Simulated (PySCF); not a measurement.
**Steps of a relaxation of Tm(OH)3(NH3)**

Tm(OH)3(NH3) (singlet in the valence; each metal's 4f electrons, 12 of them, lie in its core potential, out of spins and levels). PySCF 2.14.0, RKS PBE0, Tm lcecp-1-SVP with ECP58, O def2-SVP, H def2-SVP, N def2-SVP; non-relativistic Hamiltonian with scalar-relativistic core potentials where named; density fitting; no spin-orbit coupling. Origin of the start: template. Columns: position (Å) and force (eV/Å). Energies are counted from the last step; some of the 19 steps are shown. Forces carry noise of the integration grid, about 0.01 to 0.03 eV/Å.

Run from Python with OMP_NUM_THREADS=2. Where DIIS fails, smearing, a level shift and second-order steps follow.
It took 100 s on 2 threads of Arm Neoverse V1, with other jobs on the host, from the converged density of the start.

```xyz
11
step 0  E = 0.535 eV
Tm    0.0153   -0.0143    0.0122     1.80   -1.73    1.73
O     1.2397    1.2101    1.2366    -0.91   -0.53   -0.70
H     1.7594    1.4823    2.0037    -0.32   -0.19   -0.48
O    -1.2091   -1.2387    1.2366     0.32    1.04   -0.73
H    -1.7288   -1.5109    2.0037     0.38    0.14   -0.44
O     1.2397   -1.2387   -1.2122    -0.87    0.71    0.52
H     1.7594   -2.0058   -1.4844    -0.33    0.47    0.20
N    -1.4108    1.4118   -1.4139    -0.07    0.08   -0.08
H    -2.0239    2.0249   -0.8768    -0.05    0.05    0.10
H    -0.8737    2.0249   -2.0270     0.09    0.06   -0.06
H    -2.0239    0.8747   -2.0270    -0.05   -0.10   -0.05
```

```xyz
11
step 6  E = 0.031 eV
Tm    0.1576   -0.1769    0.1871    -0.01    0.14   -0.23
O     1.1575    1.2802    1.1970     0.18    0.12    0.31
H     1.6545    1.8014    1.8363    -0.23   -0.20   -0.35
O    -1.3447   -1.1057    1.1863    -0.31   -0.20    0.44
H    -1.9247   -1.4963    1.8518     0.32    0.21   -0.44
O     1.1414   -1.2136   -1.2744    -0.04   -0.03    0.17
H     1.6322   -1.8736   -1.7623    -0.05    0.10   -0.02
N    -1.2661    1.2858   -1.2781     0.08   -0.09    0.09
H    -1.8649    1.8984   -0.7227     0.02   -0.01    0.01
H    -0.7166    1.8869   -1.8934     0.02   -0.02    0.02
H    -1.8824    0.7340   -1.8764     0.02   -0.01    0.01
```

```xyz
11
step 12  E = 0.002 eV
Tm    0.1627   -0.1945    0.2281     0.02   -0.01    0.02
O     1.1450    1.3002    1.1891     0.04    0.02    0.03
H     1.6483    1.9161    1.7174    -0.02   -0.02   -0.03
O    -1.3795   -1.0832    1.2022    -0.07   -0.02    0.06
H    -2.0405   -1.4999    1.7518     0.05    0.01   -0.04
O     1.1042   -1.2148   -1.2562     0.02   -0.04    0.00
H     1.5869   -1.7745   -1.8605    -0.01    0.02    0.00
N    -1.2096    1.2297   -1.2163    -0.02    0.02   -0.02
H    -1.8063    1.8453   -0.6631    -0.01    0.01   -0.01
H    -0.6464    1.8224   -1.8266     0.00    0.00    0.00
H    -1.8210    0.6738   -1.8148    -0.01    0.00    0.00
```

Problem. Where does the relaxation end?

Solution. It converges at step 18 in C3v:
```xyz
11
step 18  E = 0
Tm    0.1465   -0.1936    0.2430
O     1.1549    1.2950    1.1869
H     1.6778    1.9197    1.6832
O    -1.3942   -1.0889    1.2174
H    -2.0381   -1.5566    1.7443
O     1.0952   -1.2237   -1.2276
H     1.5983   -1.7510   -1.8431
N    -1.2166    1.2402   -1.2197
H    -1.8118    1.8713   -0.6823
H    -0.6386    1.8192   -1.8297
H    -1.8296    0.6891   -1.8213
```

Problem. How did the contacts change?

Solution. 
```csv
contact,start (Å),end (Å)
Tm1–O2 (OH),2.121,2.031
Tm1–O4 (OH),2.121,2.031
Tm1–O6 (OH),2.121,2.031
Tm1–N8 (NH3),2.470,2.460
```


An lcecp potential fixes the number of 4f electrons, so in runs with it no electron can move into or out of that shell.
